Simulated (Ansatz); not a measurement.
The cluster SiGe2⁻. Total charge -1; doublet. Geometry PBE0-D4/def2-TZVPD.

```xyz
3

Si    0.004   -0.001    0.000
Ge   -2.040    0.408   -0.825
Ge    2.037   -0.408    0.825
```

At PBE-D4/def2-TZVPD, r2SCAN-D4/def2-TZVPD the highest occupied level of the charge -1 doublet lies above zero (up to 0.47 eV). The electron is either unbound and held by the finite basis, or the level is raised by self-interaction error. At r2SCAN-D4/def2-TZVPD, PBE0-D4/def2-TZVPD, CAM-B3LYP-D4/def2-TZVPD the charge -1 doublet is spin-contaminated (final ⟨S²⟩ up to 1.17, 0.75 for a pure state). Another isomer (doublet) lies 0.98 eV lower at PBE0-D4/def2-TZVPD; other spin states weren't run for this one.

(1) Estimate the α-spin orbital energies around the gap (eV) in Ansatz with PBE-D4/def2-TZVPD, r2SCAN-D4/def2-TZVPD, PBE0-D4/def2-TZVPD, CAM-B3LYP-D4/def2-TZVPD.

Answers

(1) 
| orbital | PBE-D4/def2-TZVPD | r2SCAN-D4/def2-TZVPD | PBE0-D4/def2-TZVPD | CAM-B3LYP-D4/def2-TZVPD |
| --- | --- | --- | --- | --- |
| HOMO−5 | -7.21 | -7.72 | -8.77 | -10.35 |
| HOMO−4 | -3.59 | -3.85 | -4.70 | -5.99 |
| HOMO−3 | -0.91 | -1.14 | -1.81 | -2.82 |
| HOMO−2 | -0.69 | -0.98 | -1.63 | -2.71 |
| HOMO−1 | -0.67 | -0.97 | -1.40 | -2.31 |
| HOMO | 0.47 | 0.15 | -0.39 | -1.32 |
| LUMO | 0.55 | 0.59 | 1.15 | 2.17 |
| LUMO+1 | 2.86 | 3.20 | 3.42 | 4.11 |
| LUMO+2 | 3.03 | 3.21 | 3.64 | 4.59 |
| LUMO+3 | 3.04 | 3.25 | 3.78 | 4.81 |
| LUMO+4 | 3.90 | 4.48 | 4.37 | 4.96 |
| LUMO+5 | 3.95 | 4.73 | 4.44 | 5.06 |
| β HOMO | -0.34 | -0.55 | -1.09 | -2.04 |
| β LUMO | 0.74 | 0.79 | 1.38 | 2.33 |
